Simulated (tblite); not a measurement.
Compound: C₁₃H₁₁N.
InChI=1S/C13H11N/c1-10-8-9-12-5-2-4-11-6-3-7-13(10)14(11)12/h2-9H,1H3

All values are computed: GFN2-xTB (tblite) harmonic vibrations without scaling, gas phase. This tight-binding method is rough: wavenumbers can miss measured ones by several per cent, in bad cases by 10 to 20.

Harmonic wavenumbers (cm⁻¹): 77.2, 117.9, 164.1, 211.3, 225.5, 295.0, 295.9, 406.5, 435.9, 440.1, 442.4, 463.5, 465.3, 492.9, 532.9, 618.6, 627.2, 644.2, 712.1, 725.5, 740.7, 758.5, 774.0, 777.2, 796.3, 798.3, 804.5, 897.6, 907.9, 919.7, 935.1, 975.0, 1032.1, 1044.8, 1063.2, 1131.8, 1142.2, 1155.2, 1181.4, 1185.6, 1197.4, 1224.9, 1250.4, 1284.3, 1332.1, 1345.4, 1360.5, 1377.8, 1395.6, 1408.9, 1478.4, 1487.7, 1495.4, 1521.2, 1561.2, 1571.9, 1593.1, 1602.0, 2986.5, 3000.9, 3044.9, 3081.2, 3087.9, 3089.9, 3115.4, 3117.8, 3121.3, 3124.8, 3154.4.

A = 1139, B = 787.8, C = 467.1 MHz; mass 181.089 u (most abundant isotopes); point group Cs, symmetry number 1.

Zero-point energy?

½Σν̃ = 43414 cm⁻¹ = 124.13 kcal/mol.

What is S at 200 K and 1 bar for an ideal gas of classical rigid rotors and harmonic oscillators?

Translation 39.53, rotation 29.83, vibration 15.19: S = 84.6 cal/(mol K).

And Cp and H(200 K) − H(0)?

Cp = 31.11 cal/(mol K), of which vibrations give 23.16 (their classical limit is 69 R = 137.1); H(200 K) − H(0) = 3.48 kcal/mol without the zero-point energy, 1.89 from vibrations.

Which modes carry the vibrational entropy at 200 K?

77.2 cm⁻¹: 3.18; 117.9 cm⁻¹: 2.37; 164.1 cm⁻¹: 1.77; 211.3 cm⁻¹: 1.34; 225.5 cm⁻¹: 1.23; 295.0 cm⁻¹: 0.83 cal/(mol K); the other 63 give 4.48 together.

What must be added to the electronic energy to get the Gibbs energy at 200 K and 1 bar?

ZPE + [H(200 K) − H(0)] − T·S = 124.13 + 3.48 − 16.91 = 110.70 kcal/mol.

How do the functions run with temperature in this model?

```csv
T (K),S (cal/(mol K)),Cp (cal/(mol K)),H − H(0) (kcal/mol),G − H(0) (kcal/mol),ln q(vib)
50,59.6,10.9,0.44,-2.54,0.16
100,68.8,16.6,1.13,-5.76,0.83
298.15,100.0,47.2,7.32,-22.48,5.45
373.15,111.8,58.9,11.31,-30.42,7.63
500,131.5,75.6,19.88,-45.87,11.59
750,166.7,97.6,41.77,-83.25,19.67
1000,196.8,111.1,67.99,-128.78,27.47
```

q(vib) and H(0) count from the zero-point level.

Blend soft modes into free rotors: weight 1/[1 + (100 cm⁻¹/ν̃)⁴] for the oscillator and the rest for a rotor with moment μB/(μ + B), μ = h/(8π²ν), B = 10⁻⁴⁴ kg m². What vibrational entropy results?

14.91 cal/(mol K) in place of 15.19, which changes −T·S at 200 K by +0.06 kcal/mol.

Hindered rotation and anharmonicity are outside this model.

Hardware: one thread of an Arm Neoverse V1, no GPU, shared host with 32 logical CPUs at a one-minute load of 27. Cost: 1.6 s of wall time. The figure is for the frequency step alone.
